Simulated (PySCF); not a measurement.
C₅H₈Si, SMILES C(#C)C([SiH2]C)=C. Atoms are numbered in the order given.

```xyz
14

C      1.0472    -1.0141     2.2167
C      1.0039    -0.5348     1.1000
C      0.8518     0.0102    -0.2111
C      1.8831     0.5607    -0.8862
Si    -0.8941    -0.0678    -0.9476
C     -2.1188     0.7830     0.1986
H      1.1086    -1.4353     3.2020
H      2.8901     0.6115    -0.4595
H      1.7438     0.9755    -1.8884
H     -1.2786    -1.4987    -1.1307
H     -0.8441     0.5960    -2.2842
H     -1.8701     1.8498     0.3137
H     -2.0889     0.3149     1.1953
H     -3.1470     0.7058    -0.1892
```

Geometry: B3LYP-D3(BJ)/def2-SVP. The structure was generated by enumeration, and PubChem lists no compound with its InChIKey, so it may never have been made. Other conformers were not sampled.

Two levels are set side by side: PBE/pcSseg-1 (PySCF) and KT2/pcSseg-1 (PySCF). GIAO shifts against TMS (²⁹Si), TMS (¹H), TMS (¹³C) at the same level; non-relativistic, no solvent, atoms listed together averaged. Differences are taken from unrounded values.

| quantity | KT2 |
|---|---|
| δ(¹³C) of C1 (ppm) | 86.0 |
| δ(¹³C) of C2 (ppm) | 84.0 |
| δ(¹³C) of C3 (ppm) | 128.5 |
| δ(¹³C) of C4 (ppm) | 140.4 |
| δ(²⁹Si) of Si5 (ppm) | -31.1 |
| δ(¹³C) of C6 (ppm) | -4.2 |
| δ(¹H) of H7 (ppm) | 3.86 |

Task: What does PBE give, and how far is it from KT2? (Estimate from the structure and the level; the computed values follow.)

Result: 
```
quantity                PBE  PBE minus KT2
--------------------  -----  -------------
δ(¹³C) of C1 (ppm)     93.5            7.5
δ(¹³C) of C2 (ppm)     90.7            6.8
δ(¹³C) of C3 (ppm)    137.9            9.4
δ(¹³C) of C4 (ppm)    149.3            9.0
δ(²⁹Si) of Si5 (ppm)  -30.2            0.9
δ(¹³C) of C6 (ppm)     -4.5           -0.3
δ(¹H) of H7 (ppm)      3.69          -0.17
```

Rough cost on one machine, each run with all the roots and properties that it gave: KT2 against PBE within a factor of 2.
